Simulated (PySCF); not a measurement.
## Electron correlation in Zr²⁺ (zirconium, charge +2)

[Kr] 4d1 5p1, one real determinant (an excited configuration). Calculation: PySCF 2.14, in ANO-RCC-VTZP; scalar relativity by spin-free X2C-1e. Frozen: [Kr]; 2 electrons correlated.

With two correlated electrons CCSD is exact within the correlated space (frozen core and kept virtual orbitals).

```
level  correlation energy (mhartree)
 CCSD                          -4.54
```

Diagnostics: T1 = 0.0048, D1 = 0.0076, largest double amplitude 0.075.

Question: Is a single reference adequate?

Answer: Mostly. T1 lies below 0.03, but a double amplitude of this size points to a near-degeneracy that CCSD handles and MP2 describes poorly.

The reference is one real determinant that mixes LS terms of this configuration.
